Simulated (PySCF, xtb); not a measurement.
GaCl4, SMILES [Cl][Ga-]([Cl])([Cl])[Cl], charge -1.

Harmonic wavenumbers (cm⁻¹) from GFN2-xTB run with xtb 6.7.1 at its own minimum, in rising order: 83, 83, 119, 119, 119, 284, 305, 305, 306.

**Question.** What does PySCF with PBE0-D3(BJ)/def2-SVPD give at its own minimum? (The exact figures need the calculation; the answer reports its results.)

**Answer.** 99, 99, 140, 140, 140, 329, 372, 372, 372. Paired by order, the mean absolute difference is 38 cm⁻¹ and the zero-point energies are 2.5 and 2.9 kcal/mol.
